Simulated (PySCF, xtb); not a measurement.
Mo(O)(NH)(Cl)(Br) (BrClHMoNO), SMILES [Cl][Mo]([Br])(=[NH])=[O], multiplicity 1.

GFN2-xTB (xtb 6.7.1) at its own geometry gives an orbital gap of 2.65 eV and a dipole moment of 3.87 D.

The structure is a stationary point at PBE0-D3(BJ)/def2-SVP. The spin state was assumed, not searched. The structure was generated by enumeration; whether it is a known compound was not checked. The def2 effective core potentials stand for the cores of Mo; spin–orbit coupling is left out.

Q: What does PySCF with HF/def2-TZVP give? (The exact figures need the calculation; the answer reports its results.)

A: gap 11.52 eV (levels -11.56 and -0.05 eV), dipole 2.18 D.
